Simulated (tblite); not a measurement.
(5,0) SiC nanotube piece (C15H10Si15) at step 3 of a GFN2-xTB optimisation (tblite, gas phase), coordinates in Å:

```
  1 C     2.192    1.598   -0.473
  2 Si    2.109    1.524   -2.383
  3 C     0.816    2.550   -3.205
  4 C    -0.837    2.581   -0.463
  5 Si   -0.801    2.468   -2.407
  6 C    -2.162    1.576   -3.203
  7 C    -2.711    0.002   -0.469
  8 Si   -2.594   -0.004   -2.401
  9 C    -2.167   -1.569   -3.203
 10 C    -0.839   -2.583   -0.476
 11 Si   -0.802   -2.474   -2.390
 12 C     0.832   -2.543   -3.199
 13 C     2.194   -1.591   -0.483
 14 Si    2.100   -1.525   -2.389
 15 C     2.675   -0.009   -3.203
 16 Si    2.560    0.000    0.380
 17 Si    2.135    1.552    3.107
 18 C     0.828    2.545    2.304
 19 Si    0.793    2.433    0.374
 20 Si   -0.817    2.505    3.103
 21 C    -2.169    1.576    2.305
 22 Si   -2.069    1.509    0.385
 23 Si   -2.630   -0.002    3.100
 24 C    -2.172   -1.572    2.314
 25 Si   -2.073   -1.504    0.384
 26 Si   -0.815   -2.510    3.104
 27 C     0.819   -2.547    2.312
 28 Si    0.788   -2.438    0.383
 29 Si    2.134   -1.554    3.108
 30 C     2.683    0.000    2.310
 31 H     0.927    2.846   -4.205
 32 H    -2.423    1.759   -4.204
 33 H    -2.420   -1.758   -4.203
 34 H     0.926   -2.848   -4.199
 35 H     2.991    0.002   -4.203
 36 H     2.562    1.863    4.478
 37 H    -0.979    3.012    4.479
 38 H    -3.165    0.002    4.478
 39 H    -0.977   -3.013    4.475
 40 H     2.555   -1.857    4.479
```

The gap is small, so a closed-shell solution may not be the true ground state; the numbers describe that solution.

Question: What are the forces on the atoms (eV/Å)?

Answer: 
```
  1 C     0.19   -0.16   -0.14
  2 Si   -0.51   -0.04   -0.07
  3 C     0.77   -0.01    1.56
  4 C    -0.02    0.03   -0.50
  5 Si   -0.05   -0.16    0.87
  6 C    -0.45    0.00    1.33
  7 C     0.04   -0.03   -0.26
  8 Si    0.23    0.28    0.64
  9 C    -0.05   -0.44    1.44
 10 C    -0.03    0.06    0.00
 11 Si    0.09    0.34    0.21
 12 C    -0.13   -0.32    1.45
 13 C    -0.14   -0.04    0.17
 14 Si   -0.21    0.04    0.28
 15 C     0.24    0.38    1.54
 16 Si    0.18   -0.02   -0.04
 17 Si   -0.11   -0.06   -0.53
 18 C    -0.01    0.03   -0.29
 19 Si   -0.07    0.29    0.12
 20 Si    0.15    0.00   -0.41
 21 C    -0.08    0.01   -0.26
 22 Si   -0.21    0.03   -0.22
 23 Si   -0.08    0.24   -0.21
 24 C     0.08   -0.32   -0.48
 25 Si   -0.13   -0.11   -0.18
 26 Si   -0.22    0.11   -0.37
 27 C     0.30   -0.03   -0.45
 28 Si    0.18   -0.09   -0.21
 29 Si   -0.09    0.18   -0.63
 30 C     0.01   -0.10   -0.33
 31 H     0.08    0.23   -0.96
 32 H    -0.18    0.14   -0.89
 33 H    -0.19   -0.15   -0.96
 34 H     0.09   -0.22   -0.92
 35 H     0.25   -0.02   -0.97
 36 H     0.06    0.04    0.16
 37 H    -0.01    0.03    0.07
 38 H    -0.02    0.00    0.05
 39 H    -0.03   -0.07    0.17
 40 H     0.07   -0.06    0.22
```
